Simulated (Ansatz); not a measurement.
`BO[SiH2][GeH2][F]` + NH₃ → `BO[SiH2]N` + `[F][GeH3]`  (cleavage of the Si–Ge bond)

Gas-phase electronic energies from Ansatz, PBE0-D4/def2-TZVP geometries. CBS: MP2 limit from def2 TZ/QZ plus the TZ coupled-cluster correction, frozen cores. This one scheme is used for every species. Functionals use def2-TZVPP. B3LYP here is the variant with VWN-RPA as its local correlation; programs differ in this. For Ge outer-core shells are correlated without core-valence functions, which leaves a few kJ/mol of doubt a bond. Scalar relativity is left out up to krypton. One conformer a species, not always the lowest.

CCSD(T)/CBS gives -0.64 eV.

Problem. Another level gave -0.49 eV. Which?
A. SCS-MP2/def2-TZVPP
B. PBE-D4/def2-TZVPP
C. B3LYP/def2-TZVPP
D. HF/def2-TZVPP

Solution. B. PBE-D4 -0.49, SCS-MP2/def2-TZVPP -0.73, B3LYP -0.65, HF/def2-TZVPP -0.82 eV.

Largest T1 diagnostic among the species: 0.013.

In def2-TZVPP, CCSD(T) changes the Hartree–Fock value by +0.16 eV (the triples alone add +0.02 eV) and MP2 by +0.10 eV. The D4 term adds +0.04 eV with B3LYP and +0.02 eV with PBE0; it sums over pairs of atoms, weighted by their polarisabilities, and B3LYP, whose exchange is more repulsive, gets the larger term. From PBE to PBE0 (25 % exact exchange), in def2-TZVPP and without D4, ΔE moves by −0.07 eV.
